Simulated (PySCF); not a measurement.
**Two probes of the same atoms: core binding energy and nuclear shielding**

C4H6OSSi.
Cartesian coordinates in Å at the PBE0-D3(BJ)/def2-SVP level; atoms count from 1:
```xyz
13
C4H6OSSi angstrom
Si    -2.2050    0.4061    0.1739
O     -0.7403   -0.4257    0.2292
C      0.4987    0.0630    0.1066
C      1.6645   -0.6213    0.3291
C      2.8133    0.1904    0.1052
C      2.5126    1.4673   -0.2788
S      0.8072    1.7096   -0.3829
H     -2.2193    1.4680    1.2214
H     -2.3836    1.0239   -1.1721
H     -3.2421   -0.6237    0.4325
H      1.6770   -1.6643    0.6435
H      3.8376   -0.1646    0.2280
H      3.1901    2.2867   -0.5118
```

Binding energies: delta-SCF UKS SCAN, pcX-2 on the ionised atom, pcseg-1 elsewhere, spin-free X2C in PySCF. Shieldings: GIAO B3LYP/pcSseg-2, non-relativistic, same geometry.

| atom | isotropic shielding (ppm) |
| --- | --- |
| C3 | 1.9 |
| C4 | 64.0 |
| C5 | 45.1 |
| C6 | 58.1 |

Task: What are the C 1s binding energies of these atoms?

Result: 
```tsv
atom	environment	C 1s (eV)	isotropic shielding (ppm)
C4	aromatic CH carbon	289.99	64.0
C5	aromatic CH carbon	290.29	45.1
C6	aromatic CH next to a ring sulfur	290.38	58.1
C3	aromatic carbon bearing oxygen	292.29	1.9
```

Task: Among the listed atoms, is the one with the highest binding energy also the least shielded?

Result: Yes: C3 has both (292.29 eV, 1.9 ppm).

By binding energy: C4 < C5 < C6 < C3. By shielding: C3 < C5 < C6 < C4.

Geometry: PBE0-D3(BJ)/def2-SVP, one conformer, isolated molecule.
